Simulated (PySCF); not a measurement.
Electron correlation in O⁶⁺ (oxygen, charge +6)

Starting occupation: 1s2. Calculation: PySCF 2.14, in an even-tempered Gaussian basis (17 s from 0.2 bohr⁻², ratio 2.6; 10 p from 0.26 bohr⁻², ratio 2.6; 7 d from 0.26 bohr⁻², ratio 2.8; 3 f from 16 bohr⁻², ratio 2.8); X2C-1e with screened-nucleus spin-orbit coupling, Gaussian nucleus. Frozen: nothing; 2 electrons correlated; the 28 highest virtual spinors left out.

Total MP2 correlation energy: -43.25 mhartree.

With two correlated electrons CCSD is exact within the correlated space (frozen core and kept virtual orbitals).

The virtual space was cut to 52 spinors, which keep -40.71 of the -43.25 mhartree of MP2 correlation.

```json
{"level": "CCSD", "correlation energy (mhartree)": "-42.43"}
```

Diagnostics: T1 = 3.7e-05, largest double amplitude 0.008.

Is a single reference adequate?

Yes: T1 lies below 0.03 and no double amplitude reaches 0.07.

The coupled-cluster values are those of the cut space; adding the MP2 remainder, -2.54 mhartree, estimates the full space.
